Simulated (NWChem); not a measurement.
Polarisability of HGe (+1)

```xyz
2

Ge     0.0000     0.0000     0.0482
H      0.0000     0.0000    -1.5435
```
Charge +1, spin multiplicity 1.

Program: NWChem. All single points use one geometry, from PBE0/def2-SVP, a minimum by its harmonic frequencies.

Basis set: def2-SVPD. Static limit.

The Hamiltonian is non-relativistic. The spin multiplicity of the parent species was assumed, not shown to be that of its ground state. The structure started from a generated list of species.

Task: One of these methods gave an isotropic polarisability of 21.25 bohr³. Which?
A. PBE0
B. PBE
C. HF

Result: B, PBE. The others give 21.50 (PBE0), 22.70 (HF).
